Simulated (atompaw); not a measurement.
tellurium: one change to a PAW (atompaw) potential, before and after

atompaw 4.2.0.5 input, output lines left out:

```
Te 52
LDA-PW scalarrelativistic loggrid 1500 logderivrange -11 5 401
5 5 4 0 0 0
5 1 2.5
0 0 0
c
c
c
c
v
c
c
v
v
c
v
2
2.05 1.50 1.85 1.25
y
-0.95
n
n
y
-3.15
n
custom polynom gramschmidtortho sinc
bessel
2.05
2.05
1.30
2.05
1.30
2.05
```

All-electron outer shells of the reference configuration (LDA (PW92), scalar-relativistic, ld1.x):

```json
{"shell": "4s", "level (eV)": "-178.14", "outermost node (bohr)": "0.38", "outermost maximum (bohr)": "0.70"}
{"shell": "4p", "level (eV)": "-128.33", "outermost node (bohr)": "0.38", "outermost maximum (bohr)": "0.74"}
{"shell": "4d", "level (eV)": "-55.78", "outermost node (bohr)": "0.36", "outermost maximum (bohr)": "0.81"}
{"shell": "5s", "level (eV)": "-28.30", "outermost node (bohr)": "0.91", "outermost maximum (bohr)": "1.75"}
{"shell": "5p", "level (eV)": "-18.14", "outermost node (bohr)": "1.00", "outermost maximum (bohr)": "2.06"}
```

Change: augmentation sinc compensation charge, radius 1.50 bohr; PAW radius 2.05 bohr; waves and projectors: custom rrkj gramschmidtortho.

Cutoffs: the cutoffs (Ry, on a coarse ladder) from which the occupation-weighted sum of valence levels, in a spherical-Bessel basis at the reference potential, stays within 10 and 1 mRy of its value at 400 Ry; they do not see the model core or the augmentation charge, which bear on the density cutoff.

**Question.** What does the change do?

**Answer.** The potential gets neither clearly harder nor softer (100 Ry and 160 Ry → 90 Ry and 160 Ry); the d channel sets the loose cutoff, while the largest relative change is in s, which becomes softer; the range in which the d phases agree narrows (upper end 0.4 → -1.9); neither file shows a bound ghost.

| quantity | base | changed |
| --- | --- | --- |
| cutoff, loose | 100 Ry | 90 Ry |
| cutoff, tight | 160 Ry | 160 Ry |
| loose cutoff by channel (10 mRy a level) | s 10 Ry, p 45 Ry, d 50 Ry | s 6 Ry, p 45 Ry, d 55 Ry |
| bound ghosts | none | none |
| s: phases at 2.05 bohr within 0.05 rad from the reference energy up to (Ry; the scan ends near 5) | 3.6 | 4.4 |
| p: phases at 2.05 bohr within 0.05 rad from the reference energy up to (Ry; the scan ends near 5) | to the end of the scan | to the end of the scan |
| d: phases at 2.05 bohr within 0.05 rad from the reference energy up to (Ry; the scan ends near 5) | 0.4 | -1.9 |
| lowest overlap eigenvalue by channel | s 0.21, p 0.55, d 0.21 | s 0.37, p 0.53, d 0.03 |

 The cutoffs see the waves, projectors and local potential, not the compensation charge or the core.
